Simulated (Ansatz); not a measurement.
`C[O][Sn]([F])([F])[O]C` + `O[B](F)[GeH3]` → `C[O][Sn]([F])([F])[GeH3]` + `COB(O)F`  (redistribution)

Calculated with Ansatz (gas phase, PBE0-D4/def2-TZVP geometries, no zero-point term in ΔE). CBS: MP2 limit from def2 TZ/QZ plus the TZ coupled-cluster correction, frozen cores. Functionals use def2-TZVPP. HSE06 is defined as in plane-wave codes. def2 core potentials past Kr. For Ge, Sn outer-core shells are correlated without core-valence functions, which leaves a few kJ/mol of doubt a bond. Scalar relativity is left out up to krypton. One conformer a species, not always the lowest.

`C[O][Sn]([F])([F])[O]C`:

Cartesian coordinates in Å:
```
C 2.298 -1.095 0.189
O 1.439 -0.137 0.788
Sn 0.232 0.921 -0.279
F -0.133 2.497 0.710
F 1.115 1.393 -1.890
O -1.445 0.115 -0.781
C -2.549 0.104 0.111
H 2.906 -0.664 -0.612
H 1.741 -1.949 -0.210
H 2.966 -1.456 0.974
H -2.795 1.105 0.478
H -3.404 -0.279 -0.448
H -2.373 -0.554 0.969
```

`O[B](F)[GeH3]`:

```xyz
8

O     0.742   -0.808   -1.677
B    -0.290   -0.584   -0.840
F    -1.454   -1.112   -1.196
Ge   -0.170    0.512    0.927
H     1.567   -0.413   -1.392
H    -0.536   -0.355    2.143
H     1.263    1.042    1.137
H    -1.121    1.718    0.899
```

`C[O][Sn]([F])([F])[GeH3]`:

Z-matrix (Å, degrees):
```
C
O 1 1.416
H 1 1.093 2 107.5
H 1 1.095 2 111.9 3 -118.9
H 1 1.095 2 111.9 3 118.9
Sn 2 1.938 1 121.1 3 179.7
F 6 1.916 2 105.5 1 -53.5
F 6 1.916 2 105.5 1 53.1
Ge 6 2.590 2 115.9 1 179.9
H 9 1.529 6 107.3 2 60.0
H 9 1.529 6 107.0 2 180.0
H 9 1.529 6 107.2 2 -60.1
```

`COB(O)F`:

Cartesian coordinates in Å:
```
C -0.732 0.201 1.131
O -0.601 -0.679 0.033
B 0.322 -0.494 -0.928
O 1.195 0.549 -0.916
F 0.361 -1.386 -1.923
H -1.739 0.624 1.124
H 0.000 1.010 1.093
H -0.597 -0.366 2.054
H 1.790 0.542 -1.669
```

| level | ΔE (kcal/mol) | difference from CCSD(T)/CBS |
| --- | --- | --- |
| revPBE-D4 | -44.9 | 1.1 |
| BLYP-D4 | -46.7 | -0.7 |
| ωB97X-V | -46.6 | -0.6 |
| r2SCANh | -48.6 | -2.6 |
| HSE06 | -48.6 | -2.6 |
| RPA@PBE/def2-TZVPP | -43.6 | 2.4 |
| CCSD/def2-SVP | -52.4 | -6.4 |
| MP2/def2-TZVPP | -47.1 | -1.1 |
| SCS-MP2/def2-TZVPP | -46.4 | -0.4 |
| MP2/def2-QZVPP | -47.0 | -1.0 |
| CCSD(T)/CBS | -46.0 | 0 |

Largest T1 diagnostic among the species: 0.015.

At CCSD(T), def2-SVP lies −5.6 kcal/mol from the extrapolated value and def2-TZVPP −0.0 kcal/mol. From r2SCAN to r2SCAN0 (25 % exact exchange), in def2-TZVPP and without D4, ΔE moves by −2.4 kcal/mol.
